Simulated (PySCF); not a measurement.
Vertical excitations of a molecule C₁₀H₉NS from TDA-M06-2X/def2-SVP run with PySCF, as energy in eV (oscillator strength): 4.74 (0.585), 4.85 (0.002), 5.19 (0.035), 5.35 (0.002), 5.48 (0.163), 6.43 (0.046). Lowest triplet (TDA): 3.30 eV. The structure is a stationary point at PBE0-D3(BJ)/def2-SVP. Other conformers were not sampled.

Problem. Identify the compound among the candidates.
(A) Nc1csc(-c2ccccc2)c1
(B) Nc1ccsc1-c1ccccc1
(C) Nc1cscc1-c1ccccc1
(D) Cc1csc(-c2ccccn2)c1

Solution. D, Cc1csc(-c2ccccn2)c1
